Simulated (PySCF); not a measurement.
From one molecule to another.

First species: C7H15PS.
InChI=1S/C7H15PS/c1-4-6-7(5(2)3)8(6)9/h5-8H,4H2,1-3H3/t6-,7+/m1/s1

Second species: C₈H₈O₂.
Z-matrix (Å and degrees, GFN2-xTB geometry), rows numbered from 1:
```
C 
O   1  1.4185
C   2  1.3432  1  115.86
O   3  1.2071  2  122.92  1     0.10
C   3  1.4823  2  112.61  1  -179.89
C   5  1.3930  3  118.23  2   179.97
C   6  1.3816  5  120.11  3   179.96
C   7  1.3860  6  119.90  5     0.02
C   8  1.3862  7  120.18  6     0.01
C   9  1.3825  8  120.20  7    -0.01
H   1  1.0920  2  110.40  3   -60.10
H   1  1.0921  2  110.39  3    60.09
H   1  1.0870  2  106.23  3   179.98
H   6  1.0794  5  118.55  3    -0.03
H   7  1.0799  6  120.03  5  -179.99
H   8  1.0802  7  119.93  6   180.00
H   9  1.0802  8  119.89  7   180.00
H  10  1.0785  5  119.51  3     0.01
```

Levels: PBE0/pcSseg-1 for dipole moment, HOMO energy, LUMO energy and HOMO–LUMO gap; GFN2-xTB for rotational constant A and rotational constant C. Geometries: GFN2-xTB. Each structure is a single optimised conformer of the isolated species, non-relativistic unless stated; the electronic structure was computed with PySCF and density fitting.

Dipoles, sizes and rotational constants follow the conformer. The torsions of the flexible species, by atom-mapped SMILES:
- `[CH3:1][CH2:2][C@@H:3]1[C@H:4]([CH:5]([CH3:6])[CH3:7])[P@@H:8]1=[S:9]`: C1–C2–C3–C4 160°, C3–C4–C5–C6 -158°
- `[CH3:1][O:2][C:3](=[O:4])[c:5]1[cH:6][cH:7][cH:8][cH:9][cH:10]1`: C1–O2–C3–O4 0°, O2–C3–C5–C6 180°

Q: Which of the two has the higher dipole moment, and by how much?

A: The first: 4.06 D against 1.93 D, a difference of 2.13 D.

Q: Which has the higher LUMO energy?

A: The first: 0.22 eV against -1.36 eV, a difference of 1.58 eV.

Q: Which has the higher HOMO energy?

A: The first: -6.29 eV against -7.62 eV, a difference of 1.33 eV.

Q: Which of the two has the higher rotational constant A, and by how much?

A: The second: 3.558 GHz against 1.287 GHz, a difference of 2.271 GHz.

Q: Which of the two has the higher rotational constant C, and by how much?

A: The second: 0.690 GHz against 0.667 GHz, a difference of 0.023 GHz.

Q: Which has the higher HOMO–LUMO gap?

A: The first: 6.51 eV against 6.26 eV, a difference of 0.25 eV.

On the first: In atomic units the dipole is 1.60 e·bohr (1 au = 2.5417 D).

On the second: The dipole equals about 6.5 × 10⁻³⁰ C·m (1 D = 3.33564 × 10⁻³⁰ C·m).
